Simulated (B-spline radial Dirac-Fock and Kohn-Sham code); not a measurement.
**Satellites and hypersatellites of the K lines of Xe**

System: atomic xenon, configuration [Kr] 4d10 5s2 5p6.

Input of the calculation (task.json; shells as n, l, electrons):

```json
{"items": [{
  "Z": 54,
  "q": 0,
  "cfg": [[1, 0, 2], [2, 0, 2], [2, 1, 6], [3, 0, 2], [3, 1, 6], [3, 2, 10], [4, 0, 2], [4, 1, 6], [4, 2, 10], [5, 0, 2], [5, 1, 6]],
  "A": 132,
  "rrms": 4.7859,
  "do": ["binding", "quiet", "double"]
}]}
```

Run with: `python xray_run.py task.json out`

Method: relaxed Dirac-Fock hole states (ΔSCF) with Breit and QED corrections and a finite nucleus. Computed with an atomic code on a B-spline grid. Each two-hole energy is an average over J within one jj subconfiguration, not an observable level; in light atoms, where LS coupling holds, the j-resolved values are not observed lines, and for a K spectator the Kα1 hypersatellite is nearly forbidden. Correlation energy is missing from these numbers.

Lines without a spectator: Kα2 (K-L2) 29455.9 eV, Kα1 (K-L3) 29776.3 eV, Kβ3 (K-M2) 33558.0 eV, Kβ1 (K-M3) 33620.2 eV. Shifts in eV with one spectator hole (a dash: not computed, or left out as unreliable):

| spectator hole | Kα2 | Kα1 | Kβ3 | Kβ1 |
| --- | --- | --- | --- | --- |
| K (1s) | +635.0 | +659.0 | +812.4 | +817.6 |
| L2 (2p1/2) | +71.7 | +91.3 | – | +190.3 |
| L3 (2p3/2) | +67.4 | +68.4 | +164.4 | – |
| M2 (3p1/2) | – | +11.03 | +24.37 | +29.49 |
| M3 (3p3/2) | +7.68 | – | +24.28 | +23.81 |
| M4 (3d3/2) | +1.48 | -1.45 | – | – |
| M5 (3d5/2) | -2.07 | +0.16 | – | – |

With n spectator holes in 2p, averaged over the 2p shell (energies in eV):

| n | KαLⁿ | step | hypersatellite KαʰLⁿ |
| --- | --- | --- | --- |
| 0 | 29669.5 | – | 30320.5 |
| 1 | 29744.0 | +74.5 | 30396.5 |
| 2 | 29819.8 | +75.8 | 30473.8 |
| 3 | 29896.9 | +77.1 | 30552.5 |
| 4 | 29975.3 | +78.4 | 30632.5 |
| 5 | 30055.1 | +79.8 | 30713.8 |
